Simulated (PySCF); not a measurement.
# Potential energy of MgSn⁺ along the bond

Set-up: Mg def2-SVPD, Sn def2-SVPD with ECP28; scalar-relativistic core potentials (PySCF 2.14). Energies in eV from Mg + Sn⁺ in their ground configurations at the same level. State: ²Π (doublet), unpaired electrons π ↑.

All columns are PBE0. A positive dipole points towards Sn; it is taken about the centre of mass and depends on that origin.

| R (Å) | E (eV) | μ (D) | Mulliken charge on Mg (basis-dependent) | HOMO (eV) | LUMO (eV) | Mayer bond order | ⟨S²⟩ |
| --- | --- | --- | --- | --- | --- | --- | --- |
| 2.547 | -1.437 | -6.68 | 0.35 | -10.22 | -8.41 | 1.21 | 0.76 |
| 2.666 | -1.645 | -6.79 | 0.37 | -10.09 | -8.27 | 1.14 | 0.76 |
| 2.784 | -1.756 | -6.87 | 0.39 | -9.98 | -8.16 | 1.07 | 0.77 |
| 2.873 | -1.795 | -6.91 | 0.40 | -9.92 | -8.09 | 1.03 | 0.77 |
| 2.962 | -1.805 | -6.93 | 0.42 | -9.88 | -8.04 | 0.98 | 0.78 |
| 3.051 | -1.793 | -6.94 | 0.43 | -9.84 | -7.99 | 0.94 | 0.78 |
| 3.169 | -1.753 | -6.92 | 0.44 | -9.81 | -7.95 | 0.89 | 0.79 |
| 3.317 | -1.679 | -6.88 | 0.45 | -9.79 | -7.91 | 0.83 | 0.81 |
| 3.495 | -1.570 | -6.80 | 0.46 | -9.79 | -7.89 | 0.78 | 0.83 |
| 3.732 | -1.415 | -6.72 | 0.47 | -9.79 | -7.89 | 0.71 | 0.88 |

A fit through these points gives, at Re = 2.954 Å, μ = -6.93 D and dμ/dR = -0.156 D/Å; the reduced mass is 19.99 u.

Problem. How strong is the fundamental in the double-harmonic approximation, I = 42.26·(dμ/dR)²/μred km/mol?

Solution. I = 42.26·(-0.156)²/19.99 = 0.0514 km/mol at PBE0.

⟨S²⟩ of the unrestricted solution departs from its pure value on part of the curve, where spin states mix. These are scalar-relativistic numbers at best; spin–orbit coupling would shift them, the dissociation energy most. For an ion De counts to the pair picked by the measured ionisation energies or electron affinities, which need not be the lowest pair at this level. The state is the lowest determinant that a PBE0 search found; another state may lie lower at other levels.
